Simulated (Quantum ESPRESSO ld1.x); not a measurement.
Eu5+, 58 electrons, occupied as [Xe] 4f1 5d1 6s2 (not the ground configuration). All-electron calculation, scalar-relativistic Kohn-Sham, PBEsol, spin-unpolarised, spherical densities, point nucleus. Program: ld1.x of Quantum ESPRESSO 7.5. Some entries of the table are withheld. Estimate them.

| orbital | occ. | eigenvalue (eV) | <1/r> (bohr^-1) | r(max) (bohr) |
|---|---|---|---|---|
| 1s | 2 | (1) | 70.21 | 0.01420 |
| 2s | 2 | -8060.802 | 16.26 | 0.08059 |
| 2p | 6 | -7194.823 | 15.23 | 0.06515 |
| 3s | 2 | -1875.306 | 5.958 | 0.2291 |
| 3p | 6 | -1605.928 | (2) | 0.2247 |
| 3d | 10 | -1245.351 | 5.321 | 0.1840 |
| 4s | 2 | -466.055 | 2.553 | 0.5237 |
| 4p | 6 | -375.653 | 2.363 | (3) |
| 4d | 10 | (4) | 2.114 | 0.5621 |
| 5s | 2 | -126.609 | 1.112 | 1.136 |
| 4f | 1 | -110.998 | 1.742 | 0.5399 |
| 5p | 6 | -99.546 | 0.9940 | 1.240 |
| 5d | 1 | -63.399 | 0.8042 | 1.462 |
| 6s | 2 | -48.329 | 0.5282 | 2.383 |

Answer. 
(1) 1s eigenvalue (eV): -48466.020
(2) 3p <1/r> (bohr^-1): 5.609
(3) 4p r(max) (bohr): 0.5449
(4) 4d eigenvalue (eV): -249.572
